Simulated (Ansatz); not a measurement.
Zn₁₀H₂₈Se₁₀. Total charge 0; singlet. Geometry PBE-D4/def2-SVP, loosely relaxed.

```xyz
48

Zn   -2.3729   -2.7201    1.9866
Zn    2.1321   -1.2901    3.0693
Zn    3.9645   -0.0823   -2.5524
Zn   -3.1014   -1.0112   -2.1266
Zn    2.2905    1.3809   -4.1441
Zn    0.6898   -1.2431   -0.4108
Zn   -1.5526   -0.0389    2.8653
Zn    1.8567    1.2083    1.6388
Zn    0.0183    3.1936    0.1157
Zn    2.5879    3.4360   -0.7997
Se    2.2770   -2.5732    0.8835
Se   -1.6111   -2.2816   -0.5763
Se   -4.4776   -1.1337    1.4429
Se    1.4270   -0.9066   -2.7579
Se   -0.1403    0.5081    4.7671
Se    3.5300    1.1086   -0.2972
Se   -1.5577   -0.4159   -4.2550
Se   -2.9136    1.4512   -1.2421
Se    0.7344    2.5396   -2.3993
Se   -0.2948    0.7072    0.6668
H    -2.8679   -4.1842    2.2018
H     0.4128   -4.4992    3.2272
H     2.0046   -1.9978    4.4600
H     2.7025    0.3094    2.7573
H     3.8207    1.3496   -3.4557
H     4.9853   -1.2611   -2.5399
H    -4.5224   -1.5000   -2.5772
H     1.7262    1.4440   -5.5959
H    -1.1928   -1.7188    2.5816
H    -3.0207    0.5707    2.5937
H     1.4483    2.5301    3.0264
H    -1.1781    4.1835    0.2380
H     3.4606    4.6754   -1.1620
H     1.6351    3.2616    0.7173
H     3.3682   -1.7396    0.3033
H     0.2803   -3.7690    3.4319
H    -1.6217   -3.6153   -1.2315
H    -5.0616   -1.0284    2.8005
H    -5.4903   -2.1803    1.0446
H     1.9907   -2.2513   -3.0433
H     1.0027    1.9923    3.5211
H    -0.9899    1.7052    5.0342
H     4.8380    1.4570    0.3092
H    -1.3082   -1.8403   -4.5883
H    -2.8036   -0.4307   -5.0853
H    -4.2809    1.7112   -1.7962
H    -3.4848    1.1742    0.1092
H     0.6609    3.8148   -3.1566
```

Single mean-field runs in def2-SVP, def2-TZVP are fitted with def2-universal-jkfit. The geometry of the charge 0 singlet is only loosely relaxed. In the singlet geometry the species has come apart into loosely held pieces. In the singlet, H22 and H36 lie 0.77 Å apart, H31 and H41 lie 0.86 Å apart (atoms count from 1), so H2 has formed as a molecule.

Q: Estimate the orbital energies around the gap (eV) in Ansatz with PBE-D4/def2-SVP, PBE-D4/def2-TZVP, r2SCAN-D4/def2-TZVP, PBE0-D4/def2-SVP, PBE0-D4/def2-TZVP.

A: 
| orbital | PBE-D4/def2-SVP | PBE-D4/def2-TZVP | r2SCAN-D4/def2-TZVP | PBE0-D4/def2-SVP | PBE0-D4/def2-TZVP |
| --- | --- | --- | --- | --- | --- |
| HOMO−9 | -6.41 | -6.62 | -6.90 | -7.62 | -7.74 |
| HOMO−8 | -6.32 | -6.56 | -6.82 | -7.50 | -7.67 |
| HOMO−7 | -6.31 | -6.50 | -6.77 | -7.49 | -7.60 |
| HOMO−6 | -6.27 | -6.48 | -6.75 | -7.45 | -7.60 |
| HOMO−5 | -6.14 | -6.36 | -6.64 | -7.32 | -7.48 |
| HOMO−4 | -6.07 | -6.32 | -6.60 | -7.28 | -7.45 |
| HOMO−3 | -6.04 | -6.26 | -6.55 | -7.26 | -7.41 |
| HOMO−2 | -5.98 | -6.20 | -6.45 | -7.12 | -7.27 |
| HOMO−1 | -5.69 | -5.92 | -6.14 | -6.75 | -6.91 |
| HOMO | -5.22 | -5.43 | -5.64 | -6.23 | -6.39 |
| LUMO | -2.27 | -2.56 | -2.38 | -1.51 | -1.78 |
| LUMO+1 | -2.12 | -2.38 | -2.20 | -1.33 | -1.58 |
| LUMO+2 | -1.94 | -2.16 | -1.94 | -1.15 | -1.40 |
| LUMO+3 | -1.73 | -2.15 | -1.91 | -0.94 | -1.37 |
| LUMO+4 | -1.70 | -1.97 | -1.75 | -0.90 | -1.17 |
| LUMO+5 | -1.49 | -1.77 | -1.55 | -0.68 | -1.00 |
